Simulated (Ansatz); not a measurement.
Frontier orbitals of `BC=C=C=S`.

Charge 0, multiplicity 1. Geometry: relaxed with PBE0-D4/def2-TZVP. Basis def2-TZVPP, Ansatz.

```csv
functional,HOMO (eV),LUMO (eV)
CAM-B3LYP,-7.69,-3.03
```

Give HOMO and LUMO (eV) with LDA (SPW92), PBE, revPBE, BLYP, r2SCAN, B97M-V, PBE0, B3LYP, r2SCANh, r2SCAN0, HSE06 (plane-wave form), BHLYP, LC-ωPBE, ωB97X-V, ωB97M-V, HF. (Best estimate.)

The calculation gave: 
| functional | HOMO | LUMO |
| --- | --- | --- |
| LDA (SPW92) | -5.56 | -5.09 |
| PBE | -5.40 | -4.86 |
| revPBE | -5.35 | -4.78 |
| BLYP | -5.24 | -4.66 |
| r2SCAN | -5.56 | -4.80 |
| B97M-V | -5.62 | -4.73 |
| PBE0 | -6.47 | -4.10 |
| B3LYP | -6.26 | -4.22 |
| r2SCANh | -5.96 | -4.51 |
| r2SCAN0 | -6.58 | -4.07 |
| HSE06 (plane-wave form) | -6.08 | -4.46 |
| BHLYP | -7.40 | -3.12 |
| LC-ωPBE | -8.99 | -2.05 |
| ωB97X-V | -8.64 | -2.06 |
| ωB97M-V | -8.50 | -2.11 |
| HF | -8.84 | -0.69 |

B3LYP here is the variant with VWN-RPA as its local correlation; programs differ in this. LC-ωPBE has ω = 0.4 bohr⁻¹.
